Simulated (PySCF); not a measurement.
Al(NHMe)(OH)2 (CH₆AlNO₂), SMILES C[NH][Al]([OH])[OH].

Geometry optimised at B3LYP-D3(BJ)/def2-SVP. The structure was generated by enumeration; whether it is a known compound was not checked. The values are those of a single conformer.

Level of theory: C-PCM-PBE0/def2-SVP run with PySCF.

The values are the electrostatic part of the solvation free energy, E(continuum) − E(gas) at the gas-phase geometry, in a cavity of scaled van der Waals radii (PySCF's table); cavitation and dispersion terms are not included. A continuum can't describe solvent molecules that bind to the metal. In vacuum the orbital gap is 6.55 eV. The dipole moment in vacuum is 1.71 D.

```json
[
 {"solvent": "water", "ε": "78.36", "ΔG(elec) (kcal/mol)": "-8.5", "dipole (D)": "2.17", "gap (eV)": "6.63"},
 {"solvent": "acetonitrile", "ε": "35.69", "ΔG(elec) (kcal/mol)": "-8.3", "dipole (D)": "2.16", "gap (eV)": "6.63"},
 {"solvent": "N,N-dimethylformamide", "ε": "37.22", "ΔG(elec) (kcal/mol)": "-8.3", "dipole (D)": "2.16", "gap (eV)": "6.63"}
]
```
